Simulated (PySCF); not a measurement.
Isomers of C2H13NSSi4, mass 194.985 u with the commonest isotopes. Computed with PBE0/pcSseg-1 in PySCF (dipole) on a GFN2-xTB geometry, gas phase. One conformer each, none proved a minimum here; rigid rotors.

**Question.** Order these by rotational constant C, largest first.
A. `[CH2:1]=[CH:2][SiH2:3][N:4]([SiH3:5])[SiH2:6][S:7][SiH3:8]` with C1–C2–Si3–N4 102°, C2–Si3–N4–Si5 77°, Si3–N4–Si6–S7 66°, N4–Si6–S7–Si8 56°
B. `[CH3:1][N:2]([CH3:3])[Si@H:4]1[SiH2:5][SiH2:6][S:7][SiH2:8]1` with C1–N2–Si4–Si5 83°, N2–Si4–Si5–Si6 122°, Si4–Si5–Si6–S7 -18°, Si5–Si6–S7–Si8 29°, Si6–S7–Si8–Si4 -28°
C. `[CH3:1][SiH2:2][Si@@:3]1([SiH3:4])[CH2:5][NH:6][SiH2:7][S:8]1` with C1–Si2–Si3–Si4 72°, Si2–Si3–C5–N6 138°, Si3–C5–N6–Si7 -37°, C5–N6–Si7–S8 26°, N6–Si7–S8–Si3 -4°
D. `[CH3:1][N:2]1[CH2:3][Si@@H:4]([SH:5])[Si@H:6]([SiH3:7])[SiH2:8]1` with C3–Si4–S5–H 51°, C1–N2–C3–Si4 169°, N2–C3–Si4–S5 -92°, C3–Si4–Si6–Si7 111°, Si4–Si6–Si8–N2 0°
E. `[SiH3:1][CH2:2][SiH2:3][N:4]1[SiH2:5][CH2:6][S:7][SiH2:8]1` with Si1–C2–Si3–N4 180°, C2–Si3–N4–Si5 34°, Si3–N4–Si5–C6 178°, N4–Si5–C6–S7 -17°, Si5–C6–S7–Si8 20°, C6–S7–Si8–N4 -16°
F. `[CH2:1]=[CH:2][Si@@H:3]([S:4][SiH3:5])[N:6]([SiH3:7])[SiH3:8]` with C1–C2–Si3–S4 93°, C2–Si3–S4–Si5 -58°, C2–Si3–N6–Si7 -132°

**Answer.** A (581.2 MHz), C (523.1 MHz), B (483.4 MHz), D (438.4 MHz), F (415.3 MHz), E (338.9 MHz).

**Question.** Order these by out-of-plane moment Σ m c² = (Ia + Ib − Ic)/2, smallest first.
A. `[CH3:1][N:2]1[CH2:3][Si@@H:4]([SH:5])[Si@H:6]([SiH3:7])[SiH2:8]1` with C3–Si4–S5–H 51°, C1–N2–C3–Si4 169°, N2–C3–Si4–S5 -92°, C3–Si4–Si6–Si7 111°, Si4–Si6–Si8–N2 0°
B. `[CH2:1]=[CH:2][Si@@H:3]([S:4][SiH3:5])[N:6]([SiH3:7])[SiH3:8]` with C1–C2–Si3–S4 93°, C2–Si3–S4–Si5 -58°, C2–Si3–N6–Si7 -132°
C. `[SiH3:1][CH2:2][SiH2:3][N:4]1[SiH2:5][CH2:6][S:7][SiH2:8]1` with Si1–C2–Si3–N4 180°, C2–Si3–N4–Si5 34°, Si3–N4–Si5–C6 178°, N4–Si5–C6–S7 -17°, Si5–C6–S7–Si8 20°, C6–S7–Si8–N4 -16°
D. `[CH3:1][N:2]([CH3:3])[Si@H:4]1[SiH2:5][SiH2:6][S:7][SiH2:8]1` with C1–N2–Si4–Si5 83°, N2–Si4–Si5–Si6 122°, Si4–Si5–Si6–S7 -18°, Si5–Si6–S7–Si8 29°, Si6–S7–Si8–Si4 -28°
E. `[CH2:1]=[CH:2][SiH2:3][N:4]([SiH3:5])[SiH2:6][S:7][SiH3:8]` with C1–C2–Si3–N4 102°, C2–Si3–N4–Si5 77°, Si3–N4–Si6–S7 66°, N4–Si6–S7–Si8 56°
F. `[CH3:1][SiH2:2][Si@@:3]1([SiH3:4])[CH2:5][NH:6][SiH2:7][S:8]1` with C1–Si2–Si3–Si4 72°, Si2–Si3–C5–N6 138°, Si3–C5–N6–Si7 -37°, C5–N6–Si7–S8 26°, N6–Si7–S8–Si3 -4°
G. `[CH3:1][NH:2][Si@@H:3]1[SiH2:4][SiH2:5][S:6][Si@H:7]1[CH3:8]` with C1–N2–Si3–Si4 -64°, N2–Si3–Si4–Si5 -120°, Si3–Si4–Si5–S6 -16°, Si4–Si5–S6–Si7 29°, Si5–S6–Si7–C8 -152°

**Answer.** C (21.70 u·Å²), B (32.45 u·Å²), G (48.19 u·Å²), A (89.29 u·Å²), D (94.73 u·Å²), F (168.74 u·Å²), E (192.98 u·Å²).

**Question.** Order these by rotational constant A, largest first.
A. `[CH3:1][N:2]([CH3:3])[Si@H:4]1[SiH2:5][SiH2:6][S:7][SiH2:8]1` with C1–N2–Si4–Si5 83°, N2–Si4–Si5–Si6 122°, Si4–Si5–Si6–S7 -18°, Si5–Si6–S7–Si8 29°, Si6–S7–Si8–Si4 -28°
B. `[CH3:1][N:2]1[CH2:3][Si@@H:4]([SH:5])[Si@H:6]([SiH3:7])[SiH2:8]1` with C3–Si4–S5–H 51°, C1–N2–C3–Si4 169°, N2–C3–Si4–S5 -92°, C3–Si4–Si6–Si7 111°, Si4–Si6–Si8–N2 0°
C. `[SiH3:1][CH2:2][SiH2:3][N:4]1[SiH2:5][CH2:6][S:7][SiH2:8]1` with Si1–C2–Si3–N4 180°, C2–Si3–N4–Si5 34°, Si3–N4–Si5–C6 178°, N4–Si5–C6–S7 -17°, Si5–C6–S7–Si8 20°, C6–S7–Si8–N4 -16°
D. `[CH3:1][SiH2:2][Si@@:3]1([SiH3:4])[CH2:5][NH:6][SiH2:7][S:8]1` with C1–Si2–Si3–Si4 72°, Si2–Si3–C5–N6 138°, Si3–C5–N6–Si7 -37°, C5–N6–Si7–S8 26°, N6–Si7–S8–Si3 -4°
E. `[CH2:1]=[CH:2][SiH2:3][N:4]([SiH3:5])[SiH2:6][S:7][SiH3:8]` with C1–C2–Si3–N4 102°, C2–Si3–N4–Si5 77°, Si3–N4–Si6–S7 66°, N4–Si6–S7–Si8 56°

**Answer.** C (2305 MHz), A (1258 MHz), D (1025 MHz), E (920.1 MHz), B (865.5 MHz).

```tsv
SMILES	point group	Ia (u·Å²)	Ib (u·Å²)	Ic (u·Å²)	κ	μa (D)	μb (D)	μc (D)
CN(C)[Si@H]1[SiH2][SiH2]S[SiH2]1	C1	401.83	833.13	1045.50	-0.68	2.98	1.36	0.19
C[SiH2][Si@@]1([SiH3])CN[SiH2]S1	C1	492.89	810.76	966.18	-0.60	0.32	0.19	2.29
CN1C[Si@@H](S)[Si@H]([SiH3])[SiH2]1	C1	583.91	747.35	1152.67	0.11	0.15	1.73	0.54
[SiH3]C[SiH2]N1[SiH2]CS[SiH2]1	C1	219.29	1315.29	1491.17	-0.95	1.44	1.36	0.49
C=C[Si@@H](S[SiH3])N([SiH3])[SiH3]	C1	404.60	877.27	1216.98	-0.61	0.45	1.68	0.04
C=C[SiH2]N([SiH3])[SiH2]S[SiH3]	C1	549.25	706.26	869.56	-0.21	0.79	0.14	1.36
CN[Si@@H]1[SiH2][SiH2]S[Si@H]1C	C1	502.55	728.33	1134.51	-0.11	3.17	0.21	0.49
```
